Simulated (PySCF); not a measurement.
From one molecule to another.

First species: C6H13ClOSi.
InChI=1S/C6H13ClOSi/c1-3-6-5(2)4-8-9(6)7/h5-6,9H,3-4H2,1-2H3/t5-,6-,9-/m1/s1

Second species: C4H12FNSi3.
Z-matrix (Å and degrees, GFN2-xTB geometry), rows numbered from 1:
```
F 
C   1  1.3944
C   2  1.4949  1  110.53
C   3  1.3227  2  118.03  1  -132.22
C   4  1.4985  3  119.31  2     0.56
Si  5  1.9072  4  103.72  3    10.42
N   6  1.7354  2  113.49  1  -107.19
Si  7  1.7478  6  116.38  2  -165.60
Si  7  1.7551  6  120.72  2    22.83
H   2  1.0969  1  104.59  3   118.84
H   3  1.0795  2  118.46  1    47.66
H   4  1.0808  3  122.08  2  -178.69
H   5  1.0920  4  109.67  3  -109.99
H   5  1.0901  4  110.04  3   133.36
H   6  1.4695  2  109.68  1    18.27
H   8  1.4646  7  109.09  6   -74.76
H   8  1.4591  7  107.63  6   164.33
H   8  1.4621  7  107.72  6    44.51
H   9  1.4604  7  108.69  6    38.42
H   9  1.4606  7  107.33  6   158.18
H   9  1.4675  7  108.13  6   -82.69
```

Levels: PBE0/pcSseg-1 for HOMO energy, LUMO energy and HOMO–LUMO gap. Geometries: GFN2-xTB. Each species is one conformer at its optimised geometry, gas phase, non-relativistic unless stated. Electronic properties by PySCF.

```tsv
property	column X	column Y
HOMO energy	-7.41 eV	-7.90 eV
LUMO energy	-0.16 eV	0.72 eV
HOMO–LUMO gap	7.25 eV	8.62 eV
```

Question: Which column belongs to which species?

Answer: Column X is the second species and column Y the first. The first has 22 atoms and 88 electrons, the second 21 and 94.

Question: How does each property change from the first species to the second?

Answer: HOMO energy +0.49 eV; LUMO energy -0.88 eV; HOMO–LUMO gap -1.37 eV.

On the second:  GFN2-xTB frequencies show an imaginary mode (42i cm⁻¹), so this geometry is no minimum at that level.
